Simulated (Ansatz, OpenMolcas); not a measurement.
# InH3 (SMILES [InH3]): the electronic atomisation energy, rung by rung

InH3 has 4 atoms, charge 0, and is taken as a singlet. SMILES: `[InH3]`. The shape is that of a PBE0-D4/def2-TZVP optimisation.

Each level gives the electronic atomisation energy (eV). The values are calculated. Electronic energies at fixed atoms, without zero-point motion or spin-orbit coupling.

```csv
level,kind,program,value (eV),less FCI/STO-3G,CPU time (all runs)
HF/STO-3G,Hartree–Fock,OpenMolcas,11.02,-0.70,4.8 s
BLYP/STO-3G,GGA,Ansatz,13.93,+2.21,3.5 s
revPBE/STO-3G,GGA,Ansatz,13.49,+1.77,3.6 s
r2SCAN/STO-3G,meta-GGA,Ansatz,13.78,+2.06,11 s
PBE0/STO-3G,global hybrid,Ansatz,13.31,+1.59,2.7 s
wB97M-V/STO-3G,range-separated hybrid,Ansatz,14.08,+2.36,27 s
wB97X/STO-3G,range-separated hybrid,Ansatz,13.66,+1.94,11 s
B2PLYP/STO-3G,double hybrid,Ansatz,12.97,+1.25,3.2 s
FCI/STO-3G,exact in the basis,Ansatz,11.72,0.00,1.5 s
```

FCI/STO-3G is exact within its basis and frozen core, so for wave-function methods in that basis the difference is their error; functionals converge differently with the basis, so for them it is only a difference. All-electron rows without a relativistic Hamiltonian named are non-relativistic. The values span 11.02 to 14.08 eV. All rows use very small basis sets, so even the best lies far from the true value. CPU times are rough (shared hosts, several kinds of processor): they show what a rung costs within a factor of a few.
